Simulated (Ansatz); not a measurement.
Start from `B[TeH]` and change one element to get `BO`.

Ansatz, PBE0-D4/def2-TZVP geometries, multiplicity 1. 

Elements past krypton have def2 core potentials.

| property | `B[TeH]` |
| --- | --- |
| size of the dipole moment (B3LYP/def2-TZVPP) / D | 0.49 |
| HOMO energy (PBE/def2-TZVPP) / eV | -6.29 |
| HOMO–LUMO gap (PBE/def2-TZVPP) / eV | 3.71 |
| HOMO–LUMO gap (ωB97M-V/def2-TZVPP) / eV | 9.42 |
| LUMO energy (PBE0/def2-TZVPP) / eV | -1.71 |
| HOMO energy (ωB97M-V/def2-TZVPP) / eV | -9.24 |

(1) Give the same properties after the change, and the shifts. (Best estimate.)

Results:

(1) The calculation gave: 
```
                                        property    `BO`  shift
size of the dipole moment (B3LYP/def2-TZVPP) / D    1.57   1.08
               HOMO energy (PBE/def2-TZVPP) / eV   -7.36  -1.07
             HOMO–LUMO gap (PBE/def2-TZVPP) / eV    5.92   2.21
         HOMO–LUMO gap (ωB97M-V/def2-TZVPP) / eV   12.69   3.27
              LUMO energy (PBE0/def2-TZVPP) / eV   -0.42   1.29
           HOMO energy (ωB97M-V/def2-TZVPP) / eV  -11.23  -1.99
```

With PBE0 the HOMO falls by 1.64 eV and the LUMO rises by 1.29 eV, so the gap widens by about 2.93 eV. PBE moves the HOMO by -1.07 eV and ωB97M-V by -1.99 eV. Dipoles are sizes alone; their direction can turn.

B3LYP here is the variant with VWN-RPA as its local correlation; programs differ in this.

Spin–orbit coupling is left out; it splits and shifts lone-pair levels of the heavy atoms by tenths of an eV.
